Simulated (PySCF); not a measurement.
**BiC: from constants to spectrum**

ROHF-CCSD(T) constants of BiC, doublet, unpaired electrons σ ↑ (basis Bi cc-pVDZ-PP with ECP60, C cc-pVDZ; scalar-relativistic core potentials; PySCF 2.14; masses 208.9804 and 12.0000 u):

```
ωe              : 719.7 cm⁻¹
ωexe            : 4.06 cm⁻¹
Be              : 0.36807 cm⁻¹
αe              : 0.00268 cm⁻¹
D (centrifugal) : 3.85e-07 cm⁻¹
De to Bi + C    : 2.38 eV
```

**Question.** Give the vibrational terms G(v) and spacings up to v = 6.

**Answer.** G(v) = ωe(v+½) − ωexe(v+½)².

| v | G(v) (cm⁻¹) | G(v) − G(v−1) | Bv (cm⁻¹) |
| --- | --- | --- | --- |
| 0 | 359 |  | 0.3667 |
| 1 | 1070 | 712 | 0.3640 |
| 2 | 1774 | 703 | 0.3614 |
| 3 | 2469 | 695 | 0.3587 |
| 4 | 3156 | 687 | 0.3560 |
| 5 | 3836 | 679 | 0.3533 |
| 6 | 4507 | 671 | 0.3507 |

**Question.** How well does the Morse estimate ωe²/(4ωexe) reproduce De, and what is D0?

**Answer.** It gives 3.95 eV, 166 % of the computed De. D0 = De − G(0) = 2.38 − 0.04 = 2.34 eV.

Correlated steps freeze 5 core orbitals. Correlated levels converge slowly with the basis: in double zeta they bind strong bonds too weakly, by up to about 1 eV, and carry superposition errors of some tenths. Spin–orbit coupling is left out, which matters for elements this heavy, above all for dissociation energies. The state is the lowest determinant that a PBE0 search found; another state may lie lower at other levels.
